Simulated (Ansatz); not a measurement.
**Question.** Name a neutral molecule of Al, B, C and H with LUMO energy (PBE/def2-TZVPP) between -3.10 and -2.80 eV and zero-point energy (PBE0-D4/def2-TZVP) between 189 and 205 kJ/mol (Ansatz, PBE0-D4/def2-TZVP geometry).

**Answer.** `B[CH](B)[AlH2]` (-2.94 eV, 191.6 kJ/mol); `BC1=[CH][AlH][CH2]1` (-2.91 eV, 197.5 kJ/mol). Other molecules can fit too; these were computed, each in one conformer that needn't be the lowest.
